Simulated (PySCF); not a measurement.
CH₁₀O₂Si₃, SMILES [Si@H](C)(O[SiH2][SiH3])O.

Geometry: B3LYP-D3(BJ)/def2-SVP. The structure was generated by enumeration; whether it is a known compound was not checked. One conformer was computed; it need not be the lowest.

All values below come from B3LYP-D3(BJ)/def2-SVP in PySCF.

Frequencies are harmonic and unscaled.

| mode | ν (cm⁻¹) | IR (km/mol) | moving atoms (share of kinetic energy) |
|---|---|---|---|
| 1 | 28 | 0.5 | O 28 %, C 24 %, Si 24 %, H 24 % |
| 2 | 62 | 0.8 | O 48 %, H 25 %, Si 21 % |
| 3 | 85 | 3.8 | O 43 %, Si 37 %, H 12 %, C 9 % |
| 4 | 149 | 0.1 | H 92 % |
| 5 | 159 | 9.0 | Si 47 %, O 24 %, H 23 % |
| 6 | 188 | 8.8 | H 89 % |
| 7 | 212 | 2.7 | H 38 %, O 28 %, C 18 %, Si 17 % |
| 8 | 267 | 55.4 | H 61 %, Si 17 %, O 12 %, C 10 % |
| 9 | 308 | 110.1 | H 61 %, Si 17 %, O 17 % |
| 10 | 360 | 17.4 | H 83 %, O 9 % |
| 11 | 367 | 57.0 | O 57 %, H 25 %, Si 17 % |
| 12 | 411 | 1.2 | Si 77 %, H 20 % |
| 13 | 533 | 30.5 | H 72 %, Si 24 % |
| 14 | 589 | 3.4 | Si 41 %, H 24 %, O 23 %, C 11 % |
| 15 | 618 | 1.8 | H 75 %, Si 22 % |
| 16 | 678 | 8.3 | H 67 %, C 19 %, Si 10 % |
| 17 | 720 | 53.0 | H 46 %, Si 22 %, C 22 %, O 11 % |
| 18 | 750 | 10.3 | H 93 % |
| 19 | 762 | 14.2 | H 75 %, C 13 %, O 9 % |
| 20 | 813 | 75.6 | H 55 %, Si 20 %, O 17 % |
| 21 | 833 | 495.3 | H 72 %, O 12 %, Si 12 % |
| 22 | 882 | 57.6 | H 67 %, O 21 %, Si 11 % |
| 23 | 900 | 212.2 | H 86 %, Si 11 % |
| 24 | 915 | 153.8 | H 73 %, Si 16 % |
| 25 | 938 | 124.7 | H 85 %, Si 12 % |
| 26 | 943 | 125.8 | H 71 %, Si 18 %, O 8 % |
| 27 | 954 | 44.9 | H 96 % |
| 28 | 968 | 102.9 | H 92 % |
| 29 | 1059 | 443.4 | O 74 %, Si 18 % |
| 30 | 1278 | 41.9 | H 77 %, C 22 % |
| 31 | 1429 | 2.6 | H 96 % |
| 32 | 1433 | 3.5 | H 96 % |
| 33 | 2194 | 93.7 | H 98 % |
| 34 | 2198 | 19.6 | H 96 % |
| 35 | 2204 | 204.2 | H 96 % |
| 36 | 2216 | 115.5 | H 97 % |
| 37 | 2235 | 94.7 | H 96 % |
| 38 | 2270 | 149.4 | H 97 % |
| 39 | 3030 | 1.3 | H 97 % |
| 40 | 3119 | 5.4 | H 91 %, C 9 % |
| 41 | 3127 | 4.6 | H 91 %, C 9 % |
| 42 | 3870 | 59.9 | H 94 % |
